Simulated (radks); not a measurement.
Results of a calculation; reference values are marked as such.
Orbital eigenvalues (eV) of the indium ion In+, [Kr] 4d10 5s2, at several levels of relativity; Dirac values are averaged over j with weights 2j + 1. Spin-unpolarised spherical Kohn-Sham, PBE, point nucleus unless stated (finite: rms radius 4.6156 fm), a radial shooting solver on a logarithmic mesh with Libxc functionals. A level marked "c x" has the speed of light scaled by that factor.

shell  non-rel.  scalar-rel., finite nucleus  Dirac, c x 0.85  Dirac, c x 100  change of magnitude, last against first (%)
1s       -26805                       -27760           -28141          -26805                                        0.00
2s      -3931.5                      -4162.9          -4256.7         -3931.5                                        0.00
2p      -3672.1                      -3737.3          -3766.5         -3672.1                                        0.00
3s      -749.22                      -796.00          -815.11         -749.23                                        0.00
3p      -643.04                      -656.60          -662.73         -643.04                                        0.00
3d      -446.34                      -440.18          -437.04         -446.34                                        0.00
4s      -118.22                      -127.12          -130.85         -118.22                                        0.00
4p      -83.580                      -85.600          -86.629         -83.580                                        0.00
4d      -27.172                      -26.074          -25.635         -27.172                                        0.00
5s      -14.230                      -14.925          -15.233         -14.230                                        0.00
